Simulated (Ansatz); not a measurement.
CHN, SMILES `[C-]#[NH+]` (charge 0, multiplicity 1).

Computed with frozen-core CCSDT(Q)/6-31g // B3LYP-D3(BJ)/def2-TZVP (Ansatz, a program for electronic structure).

Ansatz 0.2 input:
```yaml
crystal:
  periodic: [false, false, false]
  atoms:
    - { symbol: C, position_ang: [1.048394, -0.424791, -0.000003] }
    - { symbol: N, position_ang: [-0.052557, -0.04699, 0.0] }
    - { symbol: H, position_ang: [-0.995838, 0.276704, 0.000003] }
basis:
  gaussian: { orbitals: "6-31g" }
correlation:
  method: ccsdt_q
```

Output:

```
Functional definition: HF
452 factors; integrals over basis functions are off by at most 1.1e-7 eV
mean field evaluation 1: about -2524.9285 eV, gradient 1.7e1 eV
mean field evaluation 2: about -2524.9373 eV, gradient 1.7e1 eV
mean field evaluation 4: about -2525.5946 eV, gradient 2.9e0 eV
mean field evaluation 8: about -2525.6155 eV, gradient 7.3e-3 eV
mean field evaluation 16: about -2525.6059 eV, gradient 3.9e-1 eV
mean field -2525.61551117 eV, -92.8146581118 hartree, gradient 1.4e-6 eV, S^2 0.000000; 0 other end points of the search recorded, 0 dependent functions left out
2 core orbitals not correlated
reference -2525.61551117 eV, -92.8146581118 hartree; 5, 5 occupied and 13, 13 virtual orbitals, 452 factors
second order -5.15146095 eV of doubles, -0.00000000 eV of singles
cycle   1  -5.04636719 eV  change    1.1e-1 eV  update   9.9e-2
cycle   2  -5.38365256 eV  change   -3.4e-1 eV  update   4.9e-2
cycle   3  -5.59441913 eV  change   -2.1e-1 eV  update   1.9e-2
cycle   4  -5.58591655 eV  change    8.5e-3 eV  update   4.6e-3
cycle   5  -5.58459165 eV  change    1.3e-3 eV  update   1.9e-3
cycle   6  -5.58584210 eV  change   -1.3e-3 eV  update   5.4e-4
cycle   7  -5.58546088 eV  change    3.8e-4 eV  update   2.0e-4
cycle   8  -5.58535499 eV  change    1.1e-4 eV  update   8.9e-5
cycle   9  -5.58536497 eV  change   -1.0e-5 eV  update   2.7e-5
cycle  10  -5.58536059 eV  change    4.4e-6 eV  update   9.3e-6
cycle  11  -5.58536994 eV  change   -9.3e-6 eV  update   3.7e-6
cycle  12  -5.58536996 eV  change   -2.3e-8 eV  update   1.1e-6
perturbative correction -0.01532503 eV, -0.0005631845 hartree
Total energy: -2531.21620616 eV, -93.0204798564 hartree
```
